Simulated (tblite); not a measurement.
A geometry optimisation, step by step.

Compound: C6H13BS2.
Numbering: `[CH3:1][S:2][C@@H:3]1[S:4][CH2:5][CH2:6][BH:7][C@H:8]1[CH3:9]` (hydrogens: H10, H11, H12 on C1; H13 on C3; H14, H15 on C5; H16, H17 on C6; H18 on B7; H19 on C8; H20, H21, H22 on C9)

Computed with GFN2-xTB (tblite), gas phase: L-BFGS steps from a force-field or distance-geometry start until the largest atomic force falls under 0.01 eV/Å. 5 of its 131 geometries are shown.

Step 0: E = -739.0256 eV, largest atomic force 1.953 eV/Å
```
atom  x, y, z in Å  |  force x, y, z in eV/Å
C1      3.431   -0.358    0.567   -0.574   1.049   0.370
S2      2.008   -1.414    0.106    1.001  -0.710   0.136
C3      0.631   -0.326   -0.172   -0.763   1.682  -0.635
S4      0.703    1.215    0.810    0.792   0.537   0.951
C5     -0.587    2.266    0.090    0.902   0.603  -0.875
C6     -1.932    1.607    0.028   -0.963   0.435  -0.389
B7     -1.906    0.060   -0.187   -1.325  -0.446   1.119
C8     -0.713   -0.914    0.147   -0.600  -0.792   0.205
C9     -0.932   -2.183   -0.678    0.595  -1.180  -0.181
H10     4.347   -0.937    0.499   -0.236   0.043  -0.274
H11     3.270   -0.059    1.613    0.110  -0.126  -0.264
H12     3.436    0.580   -0.030    0.146  -0.895   0.163
H13     0.589    0.008   -1.224    0.447  -0.134   0.039
H14    -0.603    3.190    0.678    0.220  -0.264   0.005
H15    -0.203    2.535   -0.932   -0.386  -0.204   0.664
H16    -2.556    1.900    0.924    0.595  -0.500  -0.802
H17    -2.464    2.045   -0.847    0.023  -0.059   0.504
H18    -2.967   -0.464   -0.369    0.439   0.246  -0.092
H19    -0.720   -1.220    1.216   -0.002   0.331  -0.390
H20    -1.435   -1.932   -1.622    0.058  -0.427   0.375
H21    -1.468   -2.964   -0.092    0.116   0.721  -0.688
H22     0.061   -2.616   -0.926   -0.594   0.090   0.057
```

Step 32: E = -739.6245 eV, largest atomic force 0.174 eV/Å
```
atom  x, y, z in Å  |  force x, y, z in eV/Å
C1      3.334   -0.270    0.547   -0.021   0.009  -0.009
S2      1.960   -1.434    0.322   -0.030   0.090   0.019
C3      0.593   -0.268   -0.086    0.054   0.056   0.093
S4      0.666    1.215    0.993    0.101  -0.094   0.010
C5     -0.511    2.179    0.015   -0.001   0.071   0.006
C6     -1.915    1.603    0.093   -0.056   0.027   0.007
B7     -2.027    0.041   -0.042    0.016  -0.075  -0.003
C8     -0.780   -0.925    0.064    0.092  -0.052  -0.015
C9     -0.862   -2.193   -0.801   -0.014   0.046   0.043
H10     4.253   -0.848    0.529   -0.068  -0.042   0.033
H11     3.208    0.226    1.505    0.067   0.022   0.010
H12     3.345    0.462   -0.256   -0.051  -0.048  -0.038
H13     0.797    0.093   -1.102   -0.130  -0.107   0.043
H14    -0.451    3.182    0.428   -0.040   0.167  -0.015
H15    -0.159    2.194   -1.016    0.092   0.027  -0.027
H16    -2.351    1.870    1.062    0.001  -0.040   0.086
H17    -2.538    2.125   -0.637   -0.071  -0.019  -0.077
H18    -3.089   -0.443   -0.110   -0.047  -0.018  -0.045
H19    -0.843   -1.262    1.114    0.109  -0.012  -0.032
H20    -0.988   -1.943   -1.850    0.100   0.030  -0.051
H21    -1.702   -2.811   -0.502   -0.113   0.020   0.055
H22     0.047   -2.774   -0.671    0.010  -0.058  -0.094
```

Step 65: E = -739.6849 eV, largest atomic force 0.059 eV/Å
```
atom  x, y, z in Å  |  force x, y, z in eV/Å
C1      3.360   -0.305    0.506    0.006  -0.002  -0.008
S2      1.907   -1.379    0.658   -0.017  -0.021  -0.028
C3      0.605   -0.260    0.028    0.008   0.043   0.025
S4      0.652    1.299    0.999   -0.055  -0.018  -0.012
C5     -0.566    2.204    0.000   -0.004   0.019  -0.034
C6     -1.953    1.583    0.118   -0.010   0.033   0.015
B7     -2.026    0.019   -0.010   -0.010  -0.002   0.017
C8     -0.766   -0.927    0.111    0.048  -0.008   0.015
C9     -0.830   -2.122   -0.852    0.040  -0.039   0.012
H10     4.231   -0.947    0.583    0.006  -0.016   0.012
H11     3.356    0.424    1.311   -0.013   0.009  -0.024
H12     3.345    0.189   -0.461   -0.007  -0.017  -0.002
H13     0.870   -0.003   -1.004   -0.026   0.007   0.047
H14    -0.540    3.230    0.368    0.003  -0.027  -0.025
H15    -0.211    2.187   -1.033   -0.009   0.024   0.017
H16    -2.352    1.817    1.113    0.004   0.009   0.009
H17    -2.630    2.082   -0.583    0.039   0.005   0.008
H18    -3.076   -0.488   -0.114   -0.021   0.007  -0.014
H19    -0.839   -1.338    1.131   -0.013  -0.009  -0.001
H20    -0.705   -1.785   -1.880   -0.001  -0.010   0.001
H21    -1.792   -2.619   -0.768   -0.004   0.004  -0.005
H22    -0.048   -2.841   -0.623    0.034   0.007  -0.024
```

Step 98: E = -739.7018 eV, largest atomic force 0.056 eV/Å
```
atom  x, y, z in Å  |  force x, y, z in eV/Å
C1      3.357   -0.399    0.408   -0.017  -0.001  -0.002
S2      1.865   -1.326    0.850   -0.023  -0.003   0.013
C3      0.591   -0.215    0.155    0.030  -0.045  -0.013
S4      0.566    1.344    1.119    0.001   0.013   0.028
C5     -0.609    2.219    0.045   -0.020   0.009  -0.014
C6     -1.994    1.587    0.122   -0.008  -0.027   0.001
B7     -2.039    0.020   -0.020   -0.011  -0.011   0.000
C8     -0.768   -0.909    0.146    0.003   0.013   0.014
C9     -0.745   -2.065   -0.868   -0.005   0.007   0.018
H10     4.202   -0.997    0.733   -0.015   0.024   0.006
H11     3.348    0.559    0.920    0.003  -0.013  -0.014
H12     3.386   -0.266   -0.670    0.028   0.017  -0.011
H13     0.911    0.050   -0.857    0.002  -0.011  -0.019
H14    -0.604    3.254    0.383   -0.014   0.006   0.006
H15    -0.216    2.176   -0.973    0.020   0.022  -0.001
H16    -2.424    1.811    1.106    0.009   0.016  -0.013
H17    -2.652    2.082   -0.600    0.023  -0.004   0.022
H18    -3.073   -0.503   -0.191    0.005   0.021   0.002
H19    -0.887   -1.361    1.143   -0.009  -0.007  -0.006
H20    -0.624   -1.677   -1.878    0.009  -0.011  -0.003
H21    -1.678   -2.618   -0.824   -0.011  -0.018  -0.002
H22     0.076   -2.744   -0.653    0.000   0.003  -0.013
```

Step 130: E = -739.7047 eV, largest atomic force 0.006 eV/Å
```
atom  x, y, z in Å  |  force x, y, z in eV/Å
C1      3.351   -0.378    0.396    0.000   0.000  -0.004
S2      1.875   -1.342    0.814    0.002   0.001   0.004
C3      0.589   -0.232    0.143   -0.002  -0.004  -0.002
S4      0.572    1.315    1.131   -0.002   0.005   0.003
C5     -0.591    2.219    0.068    0.003   0.001   0.001
C6     -1.977    1.587    0.116    0.000   0.002  -0.001
B7     -2.034    0.022   -0.028    0.000  -0.001  -0.001
C8     -0.773   -0.920    0.143    0.002  -0.001   0.000
C9     -0.762   -2.084   -0.861    0.003   0.000  -0.001
H10     4.201   -0.923    0.792   -0.005   0.003  -0.002
H11     3.279    0.601    0.863   -0.001  -0.005   0.000
H12     3.433   -0.288   -0.684    0.000  -0.002   0.004
H13     0.898    0.043   -0.870   -0.002   0.004  -0.001
H14    -0.593    3.245    0.436    0.004  -0.002   0.001
H15    -0.183    2.208   -0.945   -0.001   0.005   0.000
H16    -2.425    1.816    1.090    0.001  -0.001   0.002
H17    -2.617    2.088   -0.617   -0.004  -0.001  -0.002
H18    -3.075   -0.486   -0.201    0.000  -0.003  -0.001
H19    -0.894   -1.363    1.143    0.004   0.000   0.001
H20    -0.648   -1.708   -1.876   -0.001   0.001  -0.005
H21    -1.695   -2.637   -0.803   -0.004  -0.003   0.000
H22     0.061   -2.763   -0.650    0.001  -0.001   0.005
```

Task: Summarise the path.

Result: The energy falls by 15.66 kcal/mol from step 0 to step 130; nine tenths of that is first reached at step 35. It falls at every step. The largest force goes from 1.953 to 0.006 eV/Å. Among the bonds S2–C3 changes most, from 1.777 to 1.827 Å; the atoms move by 0.492 Å rms after alignment.

What follows is the cost of the whole relaxation. On one thread, Arm Neoverse N1 (aarch64) (shared host), this took 2.1 s wall.
